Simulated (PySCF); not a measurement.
# What a mistake does to a calculation on BClH4NSi cation

Calculated results; nothing here was measured. The program is PySCF 2.14.0, an open-source quantum chemistry code, run on an isolated molecule that a program drew, which may never have been made. The molecule is BClH4NSi cation (charge +1, singlet), drawn as the SMILES string `[SiH2+]NBCl`.

Each row is a Hartree-Fock (HF) and frozen-core CCSD(T) single point in the cc-pV(D+d)Z basis, meant for a local HF minimum. Run 1 is clean. Each other run has one planted mistake out of seven kinds, and not every kind appears here: one electron removed, one electron added, multiplicity raised by two, geometry at a saddle point, minimal basis STO-3G, one bond length entered in bohr, all coordinates scaled. The reference is restricted for singlets and unrestricted otherwise, and also for a bond in bohr. Adding or removing an electron swaps singlet and doublet. Electrons count all cores. HOMO and LUMO are orbital energies over both spins, the gradient is its largest component, and the lowest frequency (negative if imaginary) is given only where the gradient is small. Bond lengths are over the 7 bonds as drawn. T1 is the CCSD diagnostic: over 0.02 (restricted) or 0.045 (unrestricted) a single reference is doubtful.

Geometry of the clean run:
```xyz
8
BClH4NSi cation, angstrom
Si    0.7108    0.8482   -1.6269
N     0.4777   -0.1986   -0.3724
B     0.2512   -1.6497   -0.3786
Cl    0.2032   -2.4983   -1.8986
H     0.9103    2.2505   -1.2839
H     0.7143    0.3794   -3.0030
H     0.4888    0.2028    0.5548
H     0.1068   -2.2073    0.6541
```

| run | electrons | basis functions | <S^2> | HOMO (eV) | LUMO (eV) | gradient (hartree/bohr) | lowest frequency (cm^-1) | mean bond (Å) | longest bond (Å) | T1 | HF (hartree) | CCSD(T) (hartree) | mistake |
|---|---|---|---|---|---|---|---|---|---|---|---|---|---|
| 1 | 46 | 94 | 0.000 | -16.74 | -5.04 | 2.1e-05 | 168 | 1.4235 | 1.742 | 0.0157 | -829.73260 | -830.25684 | no fault |
| 2 | 45 | 94 | 0.760 | -24.05 | -13.72 | 6.2e-02 | - | 1.4235 | 1.742 | 0.0250 | -829.17416 | -829.67166 | one electron removed |
| 3 | 46 | 94 | 0.000 | -16.69 | -5.07 | 1.2e-02 | - | 1.4435 | 1.766 | 0.0163 | -829.73096 | -830.25733 | all coordinates scaled |
| 4 | 46 | 94 | 2.034 | -12.85 | -8.17 | 1.2e-01 | - | 1.4235 | 1.742 | 0.0472 | -829.57588 | -830.07985 | multiplicity raised by two |
| 5 | 47 | 94 | 0.768 | -6.49 | 2.31 | 7.7e-02 | - | 1.4235 | 1.742 | 0.0171 | -829.94363 | -830.48392 | ? |

**Which mistake was planted in run 5, and what did it cost?**

It counts 47 electrons, one more than the clean run, at the same geometry and basis. So the mistake is: one electron added. Subtracting run 1 and multiplying by 627.51 kcal/mol a hartree, the energy moved by -132.4 kcal/mol in HF and -142.5 kcal/mol in CCSD(T).

Cautions from the logs. Run 4: T1 is over the limit, so its CCSD(T) energy is less reliable.
